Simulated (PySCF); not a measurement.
## Peak assignment

Bonds (- single, = double, # triple, : aromatic): C1=C2, C2-C3, C3-C4, C4=O5, C4-O6, C3-C7, C7-O8, O8-Si9, Si9-F10, C7-C2. C1 carries H11, H12; C3 carries H13; O6 carries H14; C7 carries H15; Si9 carries H16, H17. Stereochemistry as in C=C1[C@@H](C(=O)O)[C@@H]1O[SiH2]F. H11 is cis to C3; H16 is pro-R; H17 is pro-S; H12 is trans to C3.

One conformer, relativity neglected, in vacuum. Shieldings: GIAO PBE0/pcSseg-1; structure optimised with GFN2-xTB; PySCF 2.14.0 with density-fitted response routines.

Shifts are taken against calculated references (same method and geometry level): 13C and 1H vs TMS.

(1) Assign these signals to the numbered atoms. 13C{1H} NMR (computed): δ 176.3, 144.2, 116.1, 55.7, 29.4.

(2) Assign these signals to the numbered atoms. 1H NMR (400 MHz, computed): δ 6.25 (m, 1H), 6.21 (br s, 1H), 6.09 (m, 1H), 5.11 (m, 1H), 5.02 (m, 1H), 4.41 (m, 1H), 2.60 (m, 1H).

## Answers

(1) 
176.3 → C4, carboxylic acid carbon: it is a carbonyl in resonance with an O or N lone pair, the region of acids, esters and amides
144.2 → C2, fully substituted alkene carbon: the olefinic region
116.1 → C1, terminal =CH2 carbon: the olefinic region
55.7 → C7, three-membered-ring carbon: pulled downfield by the heteroatom
29.4 → C3, three-membered-ring carbon

(2) 
| δ (ppm) | atoms | environment | reason |
| --- | --- | --- | --- |
| 6.25 | H12 | hydrogen on a terminal =CH2 carbon | a vinylic proton, deshielded by the sp2 carbon and the C=C anisotropy |
| 6.21 | H14 | hydrogen on an acid hydroxyl oxygen | exchangeable; this is the value without hydrogen bonding to other molecules |
| 6.09 | H11 | hydrogen on a terminal =CH2 carbon | a vinylic proton, deshielded by the sp2 carbon and the C=C anisotropy |
| 5.11 | H17 | hydrogen on a silicon bonded to F, O | – |
| 5.02 | H16 | hydrogen on a silicon bonded to F, O | – |
| 4.41 | H15 | hydrogen on a three-membered-ring carbon | its carbon carries O, which withdraws density |
| 2.60 | H13 | hydrogen on a three-membered-ring carbon | – |

H12 and H14; H17 and H16 lie closer than the usual error of such a calculation, so a measured spectrum could show them in the other order.

Exchangeable OH/NH protons stand at their gas-phase positions; hydrogen bonding in a real sample shifts them, mostly to higher δ. Splittings by 19F in the carbon and heteronuclear signals aren't shown, as no couplings were computed. Shifts are as computed. Against solution values, carbons near 30 ppm lie about +3 ppm off and those near 130 ppm about +5 ppm. Of 1211 compounds with measured shifts, 218 miss one by over three times the rms of a fit or turn the order of signals round; such compounds aren't used in these exercises. The C=O carbon of an acid or of an amide with N–H lies up to 10 ppm further downfield in solution, through hydrogen bonding that the calculation lacks. Multiplicities follow the n + 1 count of equivalent neighbours, as no J values were calculated; m marks all less simple cases, F and P coupling included.
